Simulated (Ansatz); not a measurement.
Ansatz (an electronic-structure program) input (r2SCAN/def2-TZVP):

Ansatz 0.2 input:
```yaml
crystal:
  periodic: [false, false, false]
  atoms:
    - {symbol: La, position_ang: [-0.00000000, -0.00000000, -0.58607313]}
    - {symbol: Cl, position_ang: [0.00000000, 0.00000000, 1.96506871]}
basis:
  gaussian:
    orbitals: def2-TZVP
hamiltonian:
  xc: {name: r2SCAN}
relax: {f_tol: 0.003, max_steps: 100}
```

Output:

```
Functional definition: r2SCAN
integrals: 0.03 GiB planned
574 factors; their error is unknown
mean field: 0.19 GiB planned
mean field evaluation 1: about -13380.8274 eV, gradient 2.0e1 eV
mean field evaluation 2: about -13376.3166 eV, gradient 4.5e1 eV
mean field evaluation 4: about -13382.0277 eV, gradient 2.5e0 eV
mean field evaluation 8: about -13382.0413 eV, gradient 2.7e-2 eV
mean field evaluation 16: about -13380.3257 eV, gradient 1.2e1 eV
mean field evaluation 32: about -13382.0413 eV, gradient 1.6e-2 eV
mean field evaluation 64: about -13381.4385 eV, gradient 1.0e1 eV
mean field -13382.04135113 eV, -491.7809489805 hartree, gradient 3.5e-5 eV, S^2 0.000000; 8 other end points of the search recorded, 0 dependent functions left out
the calculation of the forces begins
reference -13382.04136641 eV, -491.7809495421 hartree; 14, 14 occupied and 63, 63 virtual orbitals, 574 factors
relax step   1: F+E_penalty+E_count = -13382.04135113 eV  Δ(F+E_penalty+E_count) = +0.000e0 eV  max|allowed force component| = 1.916e-1 eV/Å  Δτ_max = 0.0000 Å  (266 SCF iters, accepted)
these checks for a lower state are left out or cut short: starts, cluster_reference, orbital_swaps, neighbouring_geometries, increment
integrals: 0.03 GiB planned
574 factors; their error is unknown
mean field: 0.19 GiB planned
mean field -13382.04201792 eV, -491.7809734847 hartree, gradient 2.7e-5 eV, S^2 0.000000; 0 other end points of the search recorded, 0 dependent functions left out
the calculation of the forces begins
reference -13382.04203324 eV, -491.7809740478 hartree; 14, 14 occupied and 63, 63 virtual orbitals, 574 factors
relax step   2: F+E_penalty+E_count = -13382.04201792 eV  Δ(F+E_penalty+E_count) = -6.668e-4 eV  max|allowed force component| = 1.501e-1 eV/Å  Δτ_max = 0.0140 Å  (35 SCF iters, accepted)
these checks for a lower state are left out or cut short: starts, cluster_reference, orbital_swaps, neighbouring_geometries, increment
integrals: 0.03 GiB planned
574 factors; their error is unknown
mean field: 0.19 GiB planned
mean field evaluation 96: about -13382.0429 eV, gradient 2.5e-5 eV
mean field -13382.04290668 eV, -491.7810061461 hartree, gradient 2.6e-5 eV, S^2 0.000000; 0 other end points of the search recorded, 0 dependent functions left out
the calculation of the forces begins
reference -13382.04292199 eV, -491.7810067085 hartree; 14, 14 occupied and 63, 63 virtual orbitals, 574 factors
relax step   3: F+E_penalty+E_count = -13382.04290668 eV  Δ(F+E_penalty+E_count) = -8.888e-4 eV  max|allowed force component| = 4.515e-3 eV/Å  Δτ_max = 0.0062 Å  (34 SCF iters, accepted)
these checks for a lower state are left out or cut short: starts, cluster_reference, orbital_swaps, neighbouring_geometries, increment
integrals: 0.03 GiB planned
574 factors; their error is unknown
mean field: 0.19 GiB planned
mean field -13382.04290726 eV, -491.7810061673 hartree, gradient 2.4e-5 eV, S^2 0.000000; 0 other end points of the search recorded, 0 dependent functions left out
the calculation of the forces begins
reference -13382.04292256 eV, -491.7810067298 hartree; 14, 14 occupied and 63, 63 virtual orbitals, 574 factors
relax step   4: F+E_penalty+E_count = -13382.04290726 eV  Δ(F+E_penalty+E_count) = -5.773e-7 eV  max|allowed force component| = 2.495e-3 eV/Å  Δτ_max = 0.0003 Å  (24 SCF iters, accepted)
integrals: 0.03 GiB planned
574 factors; their error is unknown
mean field: 0.19 GiB planned
mean field evaluation 128: about -13380.8638 eV, gradient 1.3e-4 eV
mean field evaluation 160: about -13380.1138 eV, gradient 9.9e-1 eV
mean field -13382.04290726 eV, -491.7810061673 hartree, gradient 2.4e-5 eV, S^2 0.000000; 9 other end points of the search recorded, 0 dependent functions left out
the calculation of the forces begins
reference -13382.04292256 eV, -491.7810067298 hartree; 14, 14 occupied and 63, 63 virtual orbitals, 574 factors
Total energy: -13382.04292256 eV, -491.7810067298 hartree
Atom 0 at     0.000000    -0.000000    -0.577929 Å, force    -0.000000    -0.000000    -0.002495 eV/Å
Atom 1 at    -0.000000     0.000000     1.956925 Å, force     0.000000     0.000000     0.002495 eV/Å
Dipole moment:     0.000000    -0.000000    -0.681625 e Å
```
